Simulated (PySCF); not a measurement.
C₂H₇S, SMILES CC[SH2+], charge +1.

The structure is a stationary point at r2SCAN-D4/def2-SVP. The isomer is the one that the SMILES or the coordinates give; other isomers of the formula were not compared.

The numbers are results of SMD-ωB97X/def2-SVP (PySCF), not measurements.

Solvation free energies are E(SMD) − E(gas) at the gas-phase geometry, for 1 M in both phases.

Task: Rank water, chlorobenzene, dichloromethane by solvation free energy, most negative first.

Result: water (-60.6 kcal/mol), dichloromethane (-58.3 kcal/mol), chlorobenzene (-54.1 kcal/mol)
